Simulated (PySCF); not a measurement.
Molfile (atoms numbered from 1):
```
C3H7BO2
     RDKit          3D

 13 13  0  0  0  0  0  0  0  0999 V2000
    2.1903    0.2928    0.4520 C   0  0  0  0  0  0  0  0  0  0  0  0
    0.6751    0.0793    0.1424 B   0  0  0  0  0  0  0  0  0  0  0  0
    0.2141   -0.6423   -0.9259 O   0  0  0  0  0  0  0  0  0  0  0  0
   -1.2011   -0.6170   -0.9159 C   0  0  0  0  0  0  0  0  0  0  0  0
   -1.5761    0.2384    0.3138 C   0  0  0  0  0  0  0  0  0  0  0  0
   -0.3396    0.6053    0.8962 O   0  0  0  0  0  0  0  0  0  0  0  0
    2.3531    0.6403    1.4814 H   0  0  0  0  0  0  0  0  0  0  0  0
    2.7647   -0.6296    0.2845 H   0  0  0  0  0  0  0  0  0  0  0  0
    2.6038    1.0530   -0.2313 H   0  0  0  0  0  0  0  0  0  0  0  0
   -1.5862   -1.6472   -0.8457 H   0  0  0  0  0  0  0  0  0  0  0  0
   -1.5683   -0.1831   -1.8600 H   0  0  0  0  0  0  0  0  0  0  0  0
   -2.1388    1.1459    0.0407 H   0  0  0  0  0  0  0  0  0  0  0  0
   -2.1782   -0.3199    1.0490 H   0  0  0  0  0  0  0  0  0  0  0  0
  1  2  1  0
  2  3  1  0
  3  4  1  0
  4  5  1  0
  5  6  1  0
  6  2  1  0
  1  7  1  0
  1  8  1  0
  1  9  1  0
  4 10  1  0
  4 11  1  0
  5 12  1  0
  5 13  1  0
M  END
```

Geometry: PBE0-D3(BJ)/def2-SVP; GIAO shifts from PySCF 2.14.0 with density-fitted response routines, gas phase, non-relativistic, averaged over equivalent atoms.

At PBE0/pcSseg-0 (68 basis functions, 9.9 s wall time on 1 thread of an Arm Neoverse N1, shared host):
| atoms | δ (ppm) |
| --- | --- |
| C4/C5 | 68.5 |
| C1 | -2.9 |
| B2 | 32.8 |
| O3/O6 | 124.6 |
| H10/H11/H12/H13 | 4.33 |
| H7/H8/H9 | 0.34 |

Shifts are taken against calculated references (same method and geometry level): ¹³C (193.52 ppm), ¹H (32.83 ppm) against TMS; ¹¹B (104.89 ppm) against BF3·OEt2; ¹⁷O (337.86 ppm) against H2O.

**Question.** Estimate the result of repeating the calculation with KT3/pcSseg-1.

**Answer.** 
```json
{"atoms": "C4/C5", "δ at KT3/pcSseg-1": "68.2", "change": "-0.3"}
{"atoms": "C1", "δ at KT3/pcSseg-1": "-7.0", "change": "-4.1"}
{"atoms": "B2", "δ at KT3/pcSseg-1": "30.2", "change": "-2.6"}
{"atoms": "O3/O6", "δ at KT3/pcSseg-1": "134.2", "change": "+9.6"}
{"atoms": "H10/H11/H12/H13", "δ at KT3/pcSseg-1": "4.14", "change": "-0.19"}
{"atoms": "H7/H8/H9", "δ at KT3/pcSseg-1": "0.24", "change": "-0.10"}
```

Shifts are taken against calculated references (same method and geometry level): TMS for ¹³C (σref 182.31), ¹H (σref 31.32); ¹¹B (σref 100.51) against BF3·OEt2; ¹⁷O (σref 329.03) against H2O.

The largest change is at O3/O6 (oxygen bonded to C, B, in a 5-membered ring). Cost: 137 basis functions, 13 s wall time on 1 thread of an Arm Neoverse V2, shared host.

A carbon bonded to boron is broadened by the quadrupolar boron nucleus and is often missing from a measured spectrum. Experimental scales use liquid or dissolved standards, which lie at an offset from isolated H2O (liquid H2O: subtract about 36 ppm).
